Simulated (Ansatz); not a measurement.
**Ligand exchange: GeH3(CH3) + SiH2(CH3)(NH2) → GeH3(NH2) + SiH2(CH3)2**

Species: GeH3(CH3) (methyl germane), singlet; SiH2(CH3)(NH2), singlet; GeH3(NH2), singlet; SiH2(CH3)2 (dimethylsilane), singlet. The partners trade CH3 for NH2: Ge–CH3 and Si–NH2 bonds give way to Ge–NH2 and Si–CH3.

Shapes, held fixed at every level: PBE0-D4/def2-TZVP. Flexible molecules stand in one conformer, not always the lowest. Programs: Ansatz 0.2.0. The zero-point and thermal change to 298 K, harmonic and unscaled (PBE0-D4/def2-TZVP), is -0.1 kJ/mol.

(1) Estimate ΔH(298 K) of this reaction.

Answers

(1) The highest level, CCSD(T)/def2-TZVPP, gives ΔH(298 K) = +36.9 kJ/mol; the levels span +28.4 to +39.3. The column of differences is taken from that level and isn't an error. No measured value is set beside it here. Relativity is left out for Ge. Outer-core shells of Ge are correlated, in sets that cover them unevenly.

| level | kind | ΔH(298 K) (kJ/mol) | less CCSD(T)/def2-TZVPP |
| --- | --- | --- | --- |
| HF/def2-TZVPP | Hartree–Fock | +38.6 | +1.7 |
| BHLYP-D4/def2-TZVPP | global hybrid | +39.3 | +2.4 |
| PBE0-D4/def2-TZVPP | global hybrid | +35.8 | -1.1 |
| B2PLYP/def2-TZVPP | double hybrid | +38.0 | +1.1 |
| MP2/def2-SVP | perturbation theory | +29.9 | -7.0 |
| CCSD(T)/def2-SVP | coupled cluster or CI | +28.4 | -8.5 |
| CCSD/def2-SVP | coupled cluster or CI | +29.4 | -7.5 |
| CCSD(T)/def2-TZVPP | coupled cluster or CI | +36.9 | 0.0 |
